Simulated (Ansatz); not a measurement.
Gas-phase electronic energies from Ansatz, PBE0-D4/def2-TZVP geometries. CCSD(T)/CBS is the MP2 limit (def2-TZVPP, def2-QZVPP) plus CCSD(T) − MP2 in def2-TZVPP, frozen cores. This one scheme is used for every species. Functionals use def2-TZVPP. B3LYP here is the variant with VWN-RPA as its local correlation; programs differ in this. For Ge outer-core shells are correlated without core-valence functions, which leaves a few kJ/mol of doubt a bond. Scalar relativity is left out up to krypton. Each species was taken in one conformer, which may not be the lowest.

`[OH][Ge]([F])([F])[SH]` + H₂ → `[OH][GeH]([F])[SH]` + H–F  (hydrogenolysis of a Ge–F bond)

`[OH][Ge]([F])([F])[SH]`:

```xyz
7

O    -0.002   -1.473    0.016
Ge    0.320    0.235    0.169
F     1.305    0.575    1.532
F     1.316    0.679   -1.163
S    -1.514    1.380    0.349
H     0.724   -1.948   -0.400
H    -2.148    0.553   -0.502
```

H₂:

Cartesian coordinates in Å:
```
H 0.012 0.372 -0.025
H -0.012 -0.372 0.025
```

`[OH][GeH]([F])[SH]`:

Cartesian coordinates in Å:
```
O 0.872 0.818 -1.027
Ge 0.039 -0.506 -0.228
F 1.216 -1.641 0.344
S -0.954 0.129 1.634
H 1.377 1.363 -0.417
H -0.824 -1.183 -1.289
H -1.725 1.020 0.985
```

H–F:

Cartesian coordinates in Å:
```
F 0.189 -0.062 0.415
H -0.189 0.062 -0.415
```

Is it downhill or uphill in electronic energy at CCSD(T)/CBS, and by how much? (Estimate.)

Computed: Uphill: ΔE = +43.0 kJ/mol.

What do these levels give: LDA (SPW92), r2SCAN, PBE0, B3LYP, CCSD(T)/def2-SVP, HF/def2-QZVPP? (Estimate.)

The calculation gave: LDA (SPW92) 39.0, r2SCAN 54.7, PBE0 39.5, B3LYP 45.6, CCSD(T)/def2-SVP 54.1, HF/def2-QZVPP 48.4 kJ/mol.

Largest T1 diagnostic among the species: 0.012.

At CCSD(T), def2-SVP lies +11.0 kJ/mol from the extrapolated value and def2-TZVPP +4.5 kJ/mol. The D4 term adds +3.1 kJ/mol with B3LYP and +1.6 kJ/mol with PBE0; it sums over pairs of atoms, weighted by their polarisabilities, and B3LYP, whose exchange is more repulsive, gets the larger term.
